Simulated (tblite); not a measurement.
Start geometry of `C=CC[Si@H](F)S[SiH2]F` from a force field or distance geometry (Å):
```
atom  x, y, z in Å
C1     3.1218    0.9822   -0.1455
C2     2.0482    0.4072   -0.7299
C3     1.3443   -0.7992   -0.1492
Si4   -0.4704   -0.5302    0.2880
F5    -1.0306   -1.9210    0.8971
S6    -1.5894   -0.0692   -1.4658
Si7   -3.4014    0.1534   -0.3823
F8    -3.2502    1.3848    0.6414
H9     3.6030    1.8347   -0.6102
H10    3.5227    0.6285    0.7986
H11    1.6924    0.7928   -1.6746
H12    1.8514   -1.1579    0.7455
H13    1.3939   -1.6056   -0.8775
H14   -0.6042    0.5296    1.3135
H15   -3.7485   -1.0786    0.3630
H16   -4.4906    0.4573   -1.3292
```

Question: What comes out of this run: tblite 0.8.0, GFN2-xTB geometry optimisation, gas phase?

Answer: 
```
atom  x, y, z in Å
C1     3.0876    0.9757   -0.1839
C2     2.0936    0.3321   -0.7666
C3     1.3894   -0.8426   -0.1762
Si4   -0.3512   -0.3903    0.4154
F5    -0.9942   -1.6945    1.1267
S6    -1.5573    0.0466   -1.3060
Si7   -3.5183    0.0812   -0.4534
F8    -3.4861    1.0667    0.8167
H9     3.5607    1.8280   -0.6398
H10    3.4741    0.6693    0.7748
H11    1.7172    0.6574   -1.7267
H12    1.9563   -1.2317    0.6699
H13    1.3199   -1.6356   -0.9243
H14   -0.4433    0.6473    1.4212
H15   -3.9003   -1.2049    0.0856
H16   -4.3555    0.7042   -1.4505
```

The energy falls by 0.204 eV over 95 L-BFGS steps, the largest force on an atom goes from 1.76 to 0.009 eV/Å, and the atoms move by 0.216 Å rms after alignment. The bond that changes most is Si7–H15 (fluorine-bound silicon to Si–H hydrogen), which shortens by 0.035 Å. Bonds longer at the end by more than 0.005 Å: 3 of 15; shorter: 7. Among the angles that change most is H15–Si7–H16, from 108.7° to 119.2°. Among the dihedrals that turn most is Si4–S6–Si7–H16, from -178° to 165°. Rotational constants go from 2012, 605.9, 561.5 to 2222, 585.3, 542.4 MHz. The orientation of the end geometry is arbitrary; only internal coordinates are fixed.

Its GFN2-xTB frequencies are all real (lowest 24 cm⁻¹). One conformer, not necessarily the lowest. 3 starts were optimised and ended at 0.00, 0.06 and 2.25 kcal/mol (GFN2-xTB); the lowest of these is shown.

The numbers are calculated, not measured.
